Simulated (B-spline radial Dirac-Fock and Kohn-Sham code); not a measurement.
Run log: Hg

ΔSCF core binding energies without Breit or QED terms, calculated with a radial atomic solver. Keys: rel is the Hamiltonian (dirac, or spin-free x2c and nr, where L3 and M5 stand for the whole 2p and 3d shells), method is hf or an exchange,correlation pair (spin-unpolarised, also for the hole states), nuc the nuclear model, radius_factor scales its radius, rmax is the box in bohr, h the logarithmic mesh step, order the B-spline order, points the quadrature points per cell, c_factor scales the speed of light, and damp, ndamp, maxit and tol steer the iteration. The run stops when the commutator error falls below 10·tol·max(1, Z/10), or the numerical noise floor, and the energy has settled to about 1e-8 Ha; the virial ratio is −V/T.

Input (task.json):

```json
{"items": [{"Z": 80, "q": 0, "cfg": [[1, 0, 2], [2, 0, 2], [2, 1, 6], [3, 0, 2], [3, 1, 6], [3, 2, 10], [4, 0, 2], [4, 1, 6], [4, 2, 10], [4, 3, 14], [5, 0, 2], [5, 1, 6], [5, 2, 10], [6, 0, 2]], "A": 202, "rrms": 5.4648, "do": "settings", "holes": ["K", "L3", "M5"],
  "settings": [{"rel": "dirac", "method": "hf", "nuc": "fermi", "radius_factor": 1.0, "rmax": 45.0, "h": 0.3, "order": 8, "points": 10, "c_factor": 1.0, "maxit": 85, "damp": 0.995, "ndamp": 100, "tol": 1e-08}]}]}
```

Command: `python xray2_run.py task.json out`

Ground-state iterations:

```
iter   energy (Ha)        error
   1   -19646.63806174  2.24e+00
   2   -19646.56293699  2.98e-01
   3   -19646.63443459  2.94e-01
   4   -19646.70232939  2.91e-01
   5   -19646.76698133  2.87e-01
   6   -19646.82868747  2.84e-01
   7   -19646.88769743  2.80e-01
   8   -19646.94422410  2.77e-01
   9   -19646.99845153  2.74e-01
  10   -19647.05054051  2.71e-01
  11   -19647.10063274  2.67e-01
  12   -19647.14885415  2.64e-01
  13   -19647.19531751  2.61e-01
  14   -19647.24012433  2.58e-01
  15   -19647.28336647  2.55e-01
  23   -19647.58170448  2.32e-01
  31   -19647.81439950  2.12e-01
  39   -19647.99951824  1.93e-01
  47   -19648.14872838  1.76e-01
  55   -19648.27012599  1.61e-01
  63   -19648.36959351  1.47e-01
  71   -19648.45154263  1.34e-01
  79   -19648.51935848  1.23e-01
  85   -19648.56255717  1.15e-01
```

The ground state had not converged after 85 iterations, with total energy -19648.56256 Ha, virial ratio 1.86966 and highest orbital energy -10.82 eV. ΔSCF binding energies: K (1s) 83551.7 eV, L3 (2p3/2) 12318.9 eV, M5 (3d5/2) 2297.9 eV (not all states converged, so these are not final).

Q: One setting is unsound. Which, and why?

A: damp is so close to 1 that the orbitals hardly move in each step. With the default settings (Dirac Hartree-Fock): The ground state converged in 11 iterations, with total energy -19648.87252 Ha, virial ratio 1.86773 and highest orbital energy -8.93 eV. ΔSCF binding energies: K (1s) 83558.7 eV, L3 (2p3/2) 12326.4 eV, M5 (3d5/2) 2305.9 eV.
